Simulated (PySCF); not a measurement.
CH₈FNSi₂, SMILES N[Si@@H](F)[SiH2]C. Atoms are numbered in the order given.

```xyz
13

C      1.9873     0.6430    -1.5505
Si     0.6807    -0.6364    -1.0652
Si    -0.3878     0.0467     0.9034
N     -1.1923     1.5304     0.5632
F     -1.4002    -1.1540     1.3887
H      2.4521     0.3949    -2.5175
H      1.5270     1.6404    -1.6292
H      2.7830     0.6961    -0.7905
H      1.2972    -1.9870    -0.8997
H     -0.3568    -0.7375    -2.1402
H      0.5150     0.3024     2.0598
H     -1.5212     2.1363     1.3098
H     -1.7729     1.6264    -0.2647
```

Geometry optimised at B3LYP-D3(BJ)/def2-SVP. The structure was generated by enumeration; whether it is a known compound was not checked. One conformer was computed; it need not be the lowest.

Computed with PBE/pcSseg-1 run with PySCF.

GIAO shieldings, no solvent; atoms listed in one row are averaged. δ = σ(ref) − σ: ¹³C against TMS (σ = 182.0 ppm); ²⁹Si against TMS (σ = 335.4 ppm); ¹⁵N against NH3 (σ = 267.0 ppm); ¹⁹F against CFCl3 (σ = 133.6 ppm); ¹H against TMS (σ = 31.49 ppm), references at their B3LYP-D3(BJ)/def2-TZVP geometries, non-relativistic.

Computed chemical shifts:
```csv
nucleus,atoms,count,δ (ppm)
¹³C,C1,1,-8.5
²⁹Si,Si3,1,-1.0
²⁹Si,Si2,1,-79.8
¹⁵N,N4,1,52.4
¹⁹F,F5,1,-165.2
¹H,H11,1,5.62
¹H,"H9, H10",2,4.07
¹H,H12,1,2.13
¹H,H13,1,1.62
¹H,"H6, H7, H8",3,0.49
```
